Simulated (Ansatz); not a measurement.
Relaxation of F2H4OSi2 (9 atoms, charge 0, multiplicity 1), to a largest force component of 0.02 eV/Å in at most 40 steps.

Computed with RKS PBE/6-31G (Ansatz 0.2.0).

```xyz
9
Properties=species:S:1:pos:R:3
Si 0.000 0.000 0.000
O 0.000 0.000 1.680
H -0.909 -0.281 2.017
F 1.499 0.000 -0.529
F -0.749 1.297 -0.529
Si -1.046 -1.812 -0.739
H -1.703 -2.485 0.377
H -2.045 -1.427 -1.731
H -0.078 -2.717 -1.351
```

Problem. Where does it end, and by what steps?

Solution. The forces met the threshold. Limits of this set-up: no polarisation functions. After 18 steps the energy has fallen by 1.025 eV; H3 moved furthest, 1.41 Å.

```csv
step,energy less start (eV),largest force component (eV/Å),accepted
0,0.0000,3.647,yes
1,-0.5984,1.883,yes
2,-0.7794,0.395,yes
3,-0.8033,0.179,yes
4,-0.8104,0.137,yes
5,-0.8173,0.302,yes
6,-0.8303,0.188,yes
7,-0.8532,0.509,yes
8,-0.8615,0.414,yes
9,-0.8851,0.290,yes
10,-0.8944,0.177,yes
11,-0.8841,1.526,no
12,-0.9131,0.336,yes
13,-0.9303,0.755,yes
14,-0.9781,0.294,yes
15,-1.0181,0.210,yes
16,-1.0237,0.143,yes
17,-1.0245,0.045,yes
18,-1.0245,0.010,yes
```

```xyz
9
Properties=species:S:1:pos:R:3
Si -0.244 -0.049 0.077
O -0.021 -0.386 1.739
H 0.344 0.252 2.389
F 1.237 0.450 -0.613
F -1.225 1.338 -0.102
Si -1.143 -1.964 -0.922
H -2.454 -2.278 -0.248
H -1.359 -1.691 -2.390
H -0.166 -3.097 -0.736
```

The run took 53 s on 1 thread of Intel(R) Xeon(R) CPU @ 2.60GHz (Ice Lake) (shared host), peak memory 0.15 GiB.
